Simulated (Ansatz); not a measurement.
`S[Si](Cl)(Cl)Cl` + H₂O → `O[Si](Cl)(Cl)Cl` + H₂S at 400 K and 1 bar (formal hydrolysis of the Si–S bond).

Program: Ansatz. Geometries: PBE0-D4/def2-TZVP. ΔE: electronic, gas phase. CCSD(T)/CBS is the MP2 limit (def2-TZVPP, def2-QZVPP) plus CCSD(T) − MP2 in def2-TZVPP, frozen cores. This one scheme is used for every species. Each species was taken in one conformer, which may not be the lowest.

| species | CCSD(T)/CBS energy (Eh) | H − E (kJ/mol) | S (J/(mol·K)) |
| --- | --- | --- | --- |
| `S[Si](Cl)(Cl)Cl` | -2066.97878 | 72.9 | 396.8 |
| H₂O | -76.37941 | 69.8 | 198.6 |
| `O[Si](Cl)(Cl)Cl` | -1744.40331 | 82.5 | 382.0 |
| H₂S | -398.97279 | 53.4 | 215.9 |

H − E and S are ideal-gas, rigid-rotor, harmonic terms from PBE0-D4/def2-TZVP, for one conformer and one mirror image of each species. 1 Eh = 2625.50 kJ/mol, R = 8.31446 J/(mol·K).

Question: By hand: ΔE, ΔH, ΔS and ΔG.

Answer: ΔE = (-1744.40331) + (-398.97279) − (-2066.97878) − (-76.37941) = -0.01791 Eh = -47.0 kJ/mol. Δ(H − E) = 82.5 + 53.4 − 72.9 − 69.8 = -6.8, so ΔH = -53.8 kJ/mol. ΔS = 382.0 + 215.9 − 396.8 − 198.6 = 2.5 J/(mol·K). ΔG = -53.8 − 400 × (2.5)/1000 = -54.8 kJ/mol.

Question: By hand: the equilibrium constant, and the temperature at which ΔG would vanish if ΔH and ΔS stayed fixed.

Answer: log₁₀ K = −ΔG/(RT ln 10) = 7.2. ΔH and −TΔS have one sign here, so there is no such temperature. One of them is within its doubt of zero, so this could turn.

The number of gas molecules stays the same, so ΔS is small and ΔH decides. A doubt of 5 kJ/mol in ΔE shifts log₁₀ K by 0.7 here. Other conformers and mirror images would add mixing entropy, several J/(mol·K) or more a flexible species. These are equilibria of isolated gas molecules and say nothing of rates. Largest T1 diagnostic: 0.010 (customary marks: 0.02 for closed shells, 0.045 for open ones).
